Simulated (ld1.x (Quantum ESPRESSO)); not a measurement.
Before and after: PAW potential for molybdenum

| Quantity | Value |
| --- | --- |
| Element | molybdenum |
| Generator | ld1.x (Quantum ESPRESSO) 7.5 |
| Type | PAW |
| Functional | PBEsol |
| Relativity | scalar-relativistic |
| Frozen core | [Kr] |
| Valence charge | 6 |
| Reference configuration | 4d5 5s0.5 5p0 (charge +0.5) |
| Partial waves | 5s (bound): rcut 2.45, rcutus 3.20 bohr; 5s channel at 0.4 Ry: rcut 2.45, rcutus 3.20 bohr; 5p (bound, empty): rcut 2.80, rcutus 2.95 bohr; 5p channel at 3.2 Ry: rcut 2.80, rcutus 2.95 bohr; 4d (bound): rcut 1.45, rcutus 1.70 bohr; 4d channel at 1.35 Ry: rcut 1.45, rcutus 1.70 bohr |
| Local potential | all-electron potential smoothed inside 1.55 bohr (lloc = -1) |
| Core correction | a·sin(br)/r model core, default radius (ld1.x builds one for every PAW set, though the input has nlcc=.false.) |
| Augmentation charge | PSQ, radius 1.45 bohr |

All-electron outer shells of the reference configuration (PBEsol, scalar-relativistic, ld1.x):

```csv
shell,level (eV),outermost node (bohr),outermost maximum (bohr)
4p,-41.69,0.52,1.08
4d,-6.96,0.53,1.38
5s,-6.88,1.34,2.86
5p,-3.31,1.54,3.71
```

Change: local potential all-electron potential smoothed inside 2.48 bohr (lloc = -1).

Cutoffs: the cutoffs (Ry, on a coarse ladder) from which the occupation-weighted sum of valence levels, in a spherical-Bessel basis at the reference potential, stays within 10 and 1 mRy of its value at 400 Ry; they do not see the model core or the augmentation charge, which bear on the density cutoff. Errors are all-electron minus pseudo energies relative to the spin-unpolarised reference configuration.

Predict the effect on cutoff, ghosts and configuration errors.

The potential gets neither clearly harder nor softer (35 Ry and 55 Ry → 35 Ry and 55 Ry); the bound ghost in s disappears; of the 7 tests that both files solve, the error grows in 1 and shrinks in 2 by more than 15 % and 0.3 meV (median size 43.9 → 32.4 meV); the range in which the p phases agree widens (upper end 0.4 → 4.5). A state that the projectors do not describe sees the local part alone, so a deeper or shallower local part can create or remove a ghost.

| quantity | base | changed |
| --- | --- | --- |
| cutoff, loose | 35 Ry | 35 Ry |
| cutoff, tight | 55 Ry | 55 Ry |
| bound ghosts | s | none |
| error for 4d5 5s1 5p0, meV [ΔE -2.74 eV] | +0.6 | +0.5 |
| error for 4d5 5s0 5p0, meV [ΔE 4.16 eV] | +2.9 | +1.5 |
| error for 4d4 5s0 5p0, meV [ΔE 19.62 eV] | -51 | -62 |
| error for 4d6 5s0 5p0, meV [ΔE -1.97 eV] | -17 | -18 |
| error for 4d4 5s1 5p1, meV [ΔE 1.02 eV] | -48 | -43 |
| error for 4d4 5s2 5p0, meV [ΔE -2.56 eV] | -44 | -32 |
| error for 4d2 5s0 5p0, meV [ΔE 85.82 eV] | -1769 | -1641 |
| s: phases at 3.51 bohr within 0.05 rad from the reference energy up to (Ry; the scan ends near 5) | 2.1 | 1.1 |
| p: phases at 3.51 bohr within 0.05 rad from the reference energy up to (Ry; the scan ends near 5) | 0.4 | 4.5 |
| d: phases at 3.51 bohr within 0.05 rad from the reference energy up to (Ry; the scan ends near 5) | 4.5 | 4.8 |
| lowest overlap eigenvalue by channel | s 0.07, p 0.85, d 0.97 | s 0.35, p 0.87, d 0.98 |

Changed file: These tests converged, but a pseudo level misses the all-electron one widely, so the file describes the atom poorly there or has found another state: 4d2 5s0 5p0: empty 5s by 5.9 eV (a node warning on the way). A true bound ghost makes a file unfit for plane-wave use even where its test errors are small: the radial tests pick states by their node count and pass the ghost by.
